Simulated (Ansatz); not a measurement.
Stepwise reaction of `[AlH2][B]([SiH3])[SiH3]` with hydrogen fluoride, as a gas-phase model of exchange steps in deposition or etching. ΔE in kJ/mol.

Gas-phase electronic energies from Ansatz, PBE0-D4/def2-TZVP geometries. CCSD(T)/CBS adds triple-zeta CCSD(T) − MP2 to the extrapolated MP2 energy (def2 sets, frozen cores). This one scheme is used for every species. DFT in def2-TZVPP. B3LYP here is the variant with VWN-RPA as its local correlation; programs differ in this.

```tsv
step	reaction	PBE-D4	B3LYP-D4	ωB97M-V	CCSD(T)/CBS
1	`[AlH2][B]([SiH3])[SiH3]` + H–F → `F[B]([AlH2])[SiH3]` + SiH₄	-100.7	-116.8	-116.2	-102.7
2	`F[B]([AlH2])[SiH3]` + H–F → `F[B](F)[AlH2]` + SiH₄	-184.3	-202.0	-206.5	-195.3
```

Task: By hand: ΔE of the 2 steps together at CCSD(T)/CBS.

Result: (-102.7) + (-195.3) = -298.0 kJ/mol, or -149.0 kJ/mol a step.

In ΔE each step is lower than the one before. All are downhill at CCSD(T)/CBS. PBE-D4 differs from CCSD(T)/CBS by 2.0 to 11.0 kJ/mol a step. Isolated molecules leave out the surface, adducts and barriers. Largest T1 diagnostic: 0.015.
